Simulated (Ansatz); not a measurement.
Geometry optimisation, Ansatz, RKS B3LYP-D4/def2-SVP.

Input:

```yaml
crystal:
  periodic: [false, false, false]
  atoms:
    - { symbol: Si, position_ang: [-0.276108, -0.200968, 0.625884] }
    - { symbol: "N", position_ang: [0.981056, -1.094486, -0.283377] }
    - { symbol: O, position_ang: [-1.439721, 0.501109, -0.340315] }
    - { symbol: C, position_ang: [-1.208683, 1.505626, -1.299146] }
    - { symbol: H, position_ang: [0.448353, 0.845379, 1.39372] }
    - { symbol: H, position_ang: [-1.020549, -1.181792, 1.442343] }
    - { symbol: H, position_ang: [1.862257, -1.736523, 1.752871] }
    - { symbol: Cl, position_ang: [1.733062, -1.577016, 3.051511] }
    - { symbol: H, position_ang: [0.699953, -1.882456, -0.862918] }
    - { symbol: H, position_ang: [1.690839, -0.548134, -0.765466] }
    - { symbol: H, position_ang: [-0.676928, 2.37784, -0.872024] }
    - { symbol: H, position_ang: [-0.615876, 1.132957, -2.157052] }
    - { symbol: H, position_ang: [-2.177756, 1.858364, -1.686032] }
basis:
  gaussian: { orbitals: def2-SVP }
hamiltonian:
  xc: b3lyp
  dispersion: d4
relax:
  f_tol: 0.03
  max_steps: 50
```

Command:

```bash
$ ansatz run input.yaml --threads 2 --pin off --max-ram 3072MiB --backend cpu --events-out ev --progress --plain --runs-dir out
```

Q: Where does it end, and by what steps?

A: It converged. After 6 steps the energy has fallen by 0.157 eV; Cl8 moved furthest, 0.75 Å.

```tsv
step	energy less start (eV)	largest force component (eV/Å)	accepted
0	0.0000	0.724	yes
1	-0.0503	1.201	yes
2	-0.1242	0.196	yes
3	-0.1440	0.306	yes
4	-0.1541	0.137	yes
5	-0.1569	0.066	yes
6	-0.1575	0.027	yes
```

```xyz
13
Properties=species:S:1:pos:R:3
Si -0.392 -0.132 0.665
N 0.946 -1.056 -0.009
O -1.462 0.473 -0.457
C -1.194 1.505 -1.377
H 0.248 0.986 1.410
H -1.182 -1.059 1.501
H 1.770 -1.659 1.505
Cl 2.242 -1.997 2.702
H 0.725 -1.897 -0.540
H 1.692 -0.546 -0.481
H -0.740 2.390 -0.891
H -0.512 1.171 -2.183
H -2.140 1.821 -1.844
```

Run time: 52 s on 2 threads of Arm Neoverse N1, on a shared host, peak memory 0.27 GiB.
